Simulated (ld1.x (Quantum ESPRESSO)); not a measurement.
## Which change was made? (Tm, TM)

ld1.x (Quantum ESPRESSO) 7.5 input, shortened:

```
&input
   title='Tm', zed=69., rel=1, dft='WC', iswitch=3,
   config='[Xe] 4f13 5d0 6s1.5 6p0'
 /
 &inputp
   pseudotype=2, tm=.true., lloc=-1, rcloc=2.75,
   nlcc=.false.
 /
3
5S  1  0   2.00   0.00  1.60  1.60  0.0
5P  2  1   6.00   0.00  1.65  1.65  0.0
5D  3  2   0.00   0.00  3.35  3.35  0.0
 &test
   configts(1)='5s2 5p6 5d0 6s1.5 6p0'
 /
```

Occupied shells without a wave of their own: 6s. They enter only through the test configuration that unscreens the potential.

Cutoffs, loose and tight: the cutoffs (Ry, on a coarse ladder) from which the occupation-weighted sum of valence levels, in a spherical-Bessel basis at the reference potential, stays within 10 and 1 mRy of its value at 400 Ry. They do not see the model core or the augmentation charge, which bear on the density cutoff. Test errors are all-electron minus pseudo excitation energies from the reference, over the configurations 5s2 5p6 5d0 6s2 6p0; 5s2 5p6 5d0 6s1 6p0; 5s2 5p6 5d0 6s0 6p0; 5s2 5p6 5d0.5 6s1.5 6p0; 5s2 5p6 5d0 6s0 6p1; 5s2 5p6 5d1 6s0 6p0; 5s2 5p6 5d0 6s1 6p1; variants that change the core or the reference have their own tests.

The base gives: outcome: generated, misses its reference levels by 0.37 eV; cutoff, loose: 70 Ry; cutoff, tight: 100 Ry; bound ghosts: none; largest test error (meV): -954.

On the changes marked as counting shells twice: ld1.x takes every shell without a wave as core, so the model core holds the marked electrons as well and exchange and correlation see them twice. This cancels in the reference configuration, but the file is broken for other ones, and its errors say nothing about a proper core correction.

Question: After one change the result is: outcome: generated, misses its reference levels by 0.20 eV; cutoff, loose: 50 Ry; cutoff, tight: 70 Ry; bound ghosts: none; largest test error (meV): +423. Which change was it?
A. all radii scaled by about 1.09 (s 1.74, p 1.80, d 3.64 bohr); local potential all-electron potential smoothed inside 3.00 bohr (lloc = -1)
B. core correction a·sin(br)/r model core inside 1.96 bohr (6s counted twice)
C. wave 5s (bound): rc 1.60 bohr becomes 5s (bound): rc 2.48 bohr

Answer: A. The others give: wave 5s (bound): rc 1.60 bohr becomes 5s (bound): rc 2.48 bohr → outcome: generated, misses its reference levels by 0.58 eV; cutoff, loose: 45 Ry; cutoff, tight: 80 Ry; bound ghosts: none; largest test error (meV): -1414 | core correction a·sin(br)/r model core inside 1.96 bohr (6s counted twice) → outcome: generated, misses its reference levels by 0.37 eV; cutoff, loose: 70 Ry; cutoff, tight: 100 Ry; bound ghosts: none; largest test error (meV): -1517.
